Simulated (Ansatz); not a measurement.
Energy needed to pull apart BH₂SBr (SMILES SBBr), closed shell, into free ground-state atoms, from the structure below (displaced at random from its PBE0-D4/def2-TZVP minimum); no zero-point or spin–orbit terms; open-shell atoms are treated unrestricted, in their ground-state multiplicity.

S1  (-1.275, -0.038, -0.289)
B2  (0.432, -0.183, 0.128)
Br3  (1.010, -1.774, 0.987)
H4  (-1.313, 1.178, -0.831)
H5  (1.204, 0.669, -0.057)
(Å)

Program: Ansatz 0.2.0. Basis: def2-TZVPP. Cores are frozen in the correlated methods. Filled d shells of the heavier atoms are correlated. The def2 sets are not built for correlating such inner shells, so the correlated values are less sure here.

| method | atomization energy (kJ/mol) |
| --- | --- |
| PBE-D4 | 1602 |
| r2SCAN-D4 | 1590 |
| PBE0-D4 | ? |
| wB97M-V | 1573 |
| HF | 1167 |
| MP2 | 1558 |
| CCSD | ? |
| CCSD(T) | 1519 |

Task: What does PBE0-D4 give? (Judge from chemistry; the value comes from the calculation.)

Result: Computed: 1579 kJ/mol, which is about 60 kJ/mol more than CCSD(T)/def2-TZVPP.

Task: What does CCSD give? (An estimate is asked for; the value comes from the calculation.)

Result: By the calculation: 1490 kJ/mol, which is about 29 kJ/mol less than CCSD(T)/def2-TZVPP.

In triple zeta the MP2 and coupled-cluster atomization energies are still short of their basis limit by a few kcal/mol a bond, whereas those of the functionals are nearly converged, so these differences are not deviations from converged CCSD(T).

No T1 diagnostic of these runs exceeds 0.012.

For scale, one of the runs: CCSD(T)/def2-TZVPP forces, 149 basis functions (an equivalent command: `ansatz run in.yaml --threads 2`). Hardware: 2 CPU threads, shared host. Wall time 3.4 min; peak host memory 1.5 GiB.
